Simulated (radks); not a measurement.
Polarisability of the iron ion Fe7+, [Ar] 3d1, at imaginary frequency. All-electron calculation, scalar-relativistic Kohn-Sham, LB94 model potential, spin-unpolarised, spherical densities, finite nucleus; Fermi nuclear charge, rms radius 3.7377 fm. Program: a radial shooting solver on a logarithmic mesh with Libxc functionals. Response by self-consistent Sternheimer equations with the Hartree and adiabatic LDA kernel, the relativistic mass of each level held fixed and spin-orbit coupling left out.

w (hartree)  alpha1(iw) (bohr^3)
0.00266                   0.5720
0.0143                    0.5719
0.0360                    0.5719
0.0697                    0.5716
0.118                     0.5710
0.186                     0.5695
0.280                     0.5665
0.413                     0.5602
0.605                     0.5474
0.892                     0.5215
1.35                      0.4704
2.12                      0.3782
3.59                      0.2442
6.94                      0.1103
17.5                     0.02826

Static values: alpha1 = 0.5720 bohr^3 (0.08475 angstrom^3; uncoupled 0.8671). C6 = 0.7679, triple-dipole C9 = 0.3167 atomic units. One-pole (London) frequency 4 C6 / (3 alpha1^2) = 3.130 hartree, against 5.488 for minus the highest occupied eigenvalue.
